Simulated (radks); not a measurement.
Spin polarisation of the 4f5 shell in Pm. Start: [Xe] 4f(up 2.5, down 2.5) 6s2; electrons of 4f are moved from spin down to spin up, other shells keep equal spins. All-electron calculation, non-relativistic Kohn-Sham, PBE, spin-polarised, spherical densities, point nucleus. Program: a radial shooting solver on a logarithmic mesh with Libxc functionals.

moment (Bohr magnetons)	E - E(0) (eV)	e(4f up) (eV)	e(4f down) (eV)	6s down minus up (eV)	5p down minus up (eV)
0	0.000	-5.230	-5.230	0.000	0.000
1	-0.175	-5.560	-4.861	0.029	0.307
2	-0.699	-5.850	-4.454	0.058	0.615
3	-1.571	-6.098	-4.007	0.088	0.925
4	-2.789	-6.301	-3.520	0.119	1.238
5	-4.351	-6.452	-2.988	0.151	1.555

At moment 5 the spin-polarisation energy is -4.351 eV and the 4f exchange splitting 3.465 eV, that is 0.693 eV per Bohr magneton; E = -I m^2/4 would give I = 0.696 eV.
